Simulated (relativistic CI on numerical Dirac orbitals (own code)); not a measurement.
Radial parameters of Tl56+

Method of calculation: Dirac-Coulomb-Breit CI, orbitals from a KLI potential per configuration, model QED (radiative potential, 1s self-energy scaled to tabulated hydrogen-like ionisation energies), unscaled Slater integrals (own radial code, finite nucleus).

Slater integrals F^k, G^k are unscaled and averaged over j, outside the closed core [Ne]; ζ comes from projecting the Hamiltonian with its Breit term on Σ l·s of the shell.

- 3s2 3p6 3d7: F^2(3d,3d) = 663830, F^4(3d,3d) = 428620, ζ(3d) = 344020 cm⁻¹; <r>(3d) = 0.1537, <r^2>(3d) = 0.02741 (bohr units).
- 3s2 3p5 3d8: ζ(3p) = 2.6681e+06, F^2(3d,3d) = 662990, F^4(3d,3d) = 428050, F^2(3p,3d) = 576410, G^1(3p,3d) = 615040, G^3(3p,3d) = 409710, ζ(3d) = 341640 cm⁻¹; <r>(3p) = 0.1707, <r^2>(3p) = 0.03383, <r>(3d) = 0.1539, <r^2>(3d) = 0.02747 (bohr units).
- 3s2 3p4 3d9: F^2(3p,3p) = 570390, ζ(3p) = 2.6669e+06, F^2(3p,3d) = 576020, G^1(3p,3d) = 615060, G^3(3p,3d) = 409590, ζ(3d) = 339270 cm⁻¹; <r>(3p) = 0.1708, <r^2>(3p) = 0.03388, <r>(3d) = 0.1541, <r^2>(3d) = 0.02753 (bohr units).

(1) Give the Racah parameters of the d shell in 3s2 3p6 3d7.

Averages of the first 10 configurations, taken without configuration mixing, which lowers the lowest level and can move excited configurations by several eV; other configurations of the list can lie among them:

```
 Configuration  Parity  States  Average energy above the lowest level (eV)
   3s2 3p6 3d7    even     120                                       141.8
   3s2 3p5 3d8     odd     270                                       775.7
   3s2 3p4 3d9    even     150                                      1418.8
    3s 3p6 3d8    even      90                                      1378.9
       3p6 3d9    even      10                                      2628.5
    3s 3p5 3d9     odd     120                                      2010.9
3s2 3p6 3d6 4s    even     420                                      2343.0
3s2 3p6 3d6 4p     odd    1260                                      2572.2
3s2 3p4 3d8 4s    even    1350                                      3598.5
3s2 3p6 3d6 4d    even    2100                                      2814.6
```

## Answers

(1) B = F²/49 − 5F⁴/441 = 8688 cm⁻¹ and C = 35F⁴/441 = 34018 cm⁻¹.
